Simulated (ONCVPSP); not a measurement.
# What one change does to a pseudopotential (Te, ONCV)

Te (Z = 52), optimised norm-conserving Vanderbilt (ONCV), made with ONCVPSP 4.0.1 (PBE, scalar-relativistic). Core [Kr], reference 4d10 5s2 5p3 (charge +1). Waves: 5s: rc 1.85 bohr, ncon 4, nbas 8, qcut 3.2 1/bohr, 1 projector; 5p: rc 2.20 bohr, ncon 3, nbas 6, qcut 4.4 1/bohr, 1 projector; 4d: rc 1.45 bohr, ncon 4, nbas 8, qcut 10.6 1/bohr, 2 projectors, debl 0.5 Ha. Local part: polynomial inside 1.45 bohr (lpopt 5, dvloc0 6 Ha). Core correction: polynomial model core, fcfact 0.65.

In the d channel the program set the typed energies aside and used -1.862, 0.250 Ha.

Change: s: qcut 2.5; p: qcut 3.4; d: qcut 8.2.

Cutoffs: the cutoffs (Ha) at which the residual kinetic energy of the hardest occupied pseudo-wave falls to 1 and 0.1 mHa per electron; they do not see the model core or the augmentation charge, which bear on the density cutoff. Errors are all-electron minus pseudo energies relative to the spin-unpolarised reference configuration.

Task: Predict the effect on cutoff, ghosts and configuration errors.

Result: The potential gets harder (43 Ha and 48 Ha → 44 Ha and 106 Ha); of the 4 tests that both files solve, the error grows in 1 and shrinks in 0 by more than 15 % and 0.3 meV (median size 4.1 → 4.1 meV); neither file shows a bound ghost.

```tsv
quantity	base	changed
cutoff, loose	43 Ha	44 Ha
cutoff, tight	48 Ha	106 Ha
loose cutoff by channel	s 26 Ha, p 7.0 Ha, d 43 Ha	s 44 Ha, p 6.2 Ha, d 36 Ha
bound ghosts	none	none
GHOST(+) flags under 300 eV	s at 16.3 eV	s at 12.9 eV
error for 4d10 5s2 5p4, meV [ΔE -9.73 eV]	+5.8	+6.0
error for 4d10 5s2 5p2, meV [ΔE 17.93 eV]	+0.6	+1.7
error for 4d10 5s2 5p1, meV [ΔE 44.82 eV]	+8.0	+8.4
error for 4d10 5s2 5p3.5, meV [ΔE -5.83 eV]	+2.4	+2.3
s: phases at 1.87 bohr within 0.05 rad from the reference energy up to (Ha; the scan ends near 5)	0.2	-0.0
p: phases at 2.23 bohr within 0.05 rad from the reference energy up to (Ha; the scan ends near 5)	1.0	0.8
d: phases at 1.47 bohr within 0.05 rad from the reference energy up to (Ha; the scan ends near 5)	to the end of the scan	to the end of the scan
rms error of d²Exc/dni dnj with the model core, mHa	0.27	0.43
```
